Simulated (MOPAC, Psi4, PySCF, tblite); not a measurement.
Approach curve of the dimer C3H8 ··· H4OSi (SMILES CCC and O[SiH3]). Monomers: optimised at B3LYP-D3(BJ) (def2-TZVP), held rigid. Orientation: lowest of the rigid-body minima from ten starts at GFN2-xTB. R is the distance of the centres of mass, along which the second monomer moves.

Levels: GFN2-xTB (tblite); AM1, restricted, heats of formation (MOPAC); RMP2/3-21G = restricted MP2 (frozen core)/3-21G, no counterpoise correction in PySCF 2.14.0; SAPT0/jun-cc-pVDZ, frozen core (Psi4).

Interaction energies in kJ/mol; the last columns give the difference from SAPT0:

```csv
R / Å,GFN2-xTB,AM1,RMP2/3-21G,SAPT0/jun-cc-pVDZ,GFN2-xTB − SAPT0/jun-cc-pVDZ,AM1 − SAPT0/jun-cc-pVDZ,RMP2/3-21G − SAPT0/jun-cc-pVDZ
3.48,9.28,20.46,10.10,16.38,-7.11,4.08,-6.28
3.65,-2.47,5.43,-1.86,5.58,-8.06,-0.15,-7.45
3.93,-9.62,-2.56,-8.92,-2.31,-7.31,-0.25,-6.61
4.09,-10.29,-3.22,-9.57,-3.93,-6.36,0.71,-5.64
4.30,-9.63,-2.86,-8.93,-4.54,-5.09,1.68,-4.38
4.52,-8.25,-1.97,-7.52,-4.28,-3.97,2.31,-3.24
4.83,-6.21,-0.80,-5.34,-3.41,-2.80,2.61,-1.93
5.10,-4.72,-0.27,-3.68,-2.64,-2.08,2.37,-1.04
5.56,-2.91,-0.04,-1.77,-1.65,-1.26,1.61,-0.12
6.27,-1.40,-0.03,-0.60,-0.80,-0.60,0.77,0.20
7.30,-0.54,-0.01,-0.21,-0.31,-0.23,0.30,0.11
8.60,-0.21,0.00,-0.08,-0.12,-0.09,0.12,0.04
```

GFN2-xTB is furthest from SAPT0/jun-cc-pVDZ at 3.65 (-8.06 kJ/mol, below); its mean absolute difference over the points is 3.75 kJ/mol.

AM1 is furthest from SAPT0/jun-cc-pVDZ at 3.48 (4.08 kJ/mol, above); its mean absolute difference over the points is 1.41 kJ/mol.

RMP2/3-21G is furthest from SAPT0/jun-cc-pVDZ at 3.65 (-7.45 kJ/mol, below); its mean absolute difference over the points is 3.09 kJ/mol.
